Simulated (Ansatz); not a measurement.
`[OH][SnH2][SeH]` → `[OH]`• + `[SeH][SnH2]`• at 500 K and 1 bar (homolysis of the O–Sn bond).

Isolated molecules relaxed with PBE0-D4/def2-TZVP in Ansatz; ΔE leaves out vibrations. CBS: MP2 limit from def2 TZ/QZ plus the TZ coupled-cluster correction, frozen cores. This one scheme is used for every species. No spin–orbit coupling; open shells (•) take unrestricted orbitals. Elements past krypton have def2 core potentials. For Se, Sn outer-core shells are correlated without core-valence functions, which leaves a few kJ/mol of doubt a bond. Scalar relativity is left out up to krypton. Each species was taken in one conformer, which may not be the lowest.

```csv
species,CCSD(T)/CBS energy (Eh),H − E (kJ/mol),S (J/(mol·K))
`[OH][SnH2][SeH]`,-2692.34473,131.9,399.8
`[OH]`•,-75.67771,37.0,199.0
`[SeH][SnH2]`•,-2616.51294,82.3,349.9
```

H − E and S are ideal-gas, rigid-rotor, harmonic terms from PBE0-D4/def2-TZVP, for one conformer and one mirror image of each species, with the whole ground term of open shells counted as degenerate. 1 Eh = 2625.50 kJ/mol, R = 8.31446 J/(mol·K).

By hand: ΔE, ΔH, ΔS and ΔG.

ΔE = (-75.67771) + (-2616.51294) − (-2692.34473) = 0.15408 Eh = 404.5 kJ/mol. Δ(H − E) = 37.0 + 82.3 − 131.9 = -12.6, so ΔH = 391.9 kJ/mol. ΔS = 199.0 + 349.9 − 399.8 = 149.1 J/(mol·K). ΔG = 391.9 − 500 × (149.1)/1000 = 317.3 kJ/mol.

By hand: the equilibrium constant, and the temperature at which ΔG would vanish if ΔH and ΔS stayed fixed.

log₁₀ K = −ΔG/(RT ln 10) = -33.1. ΔG = 0 at ΔH/ΔS = 2628 K, far beyond where these terms or the molecules hold.

The number of gas molecules changes by +1, which sets the sign of ΔS. A doubt of 5 kJ/mol in ΔE shifts log₁₀ K by 0.5 here. Other conformers and mirror images would add mixing entropy, several J/(mol·K) or more a flexible species. These are equilibria of isolated gas molecules and say nothing of rates. Largest T1 diagnostic: 0.015 (customary marks: 0.02 for closed shells, 0.045 for open ones).
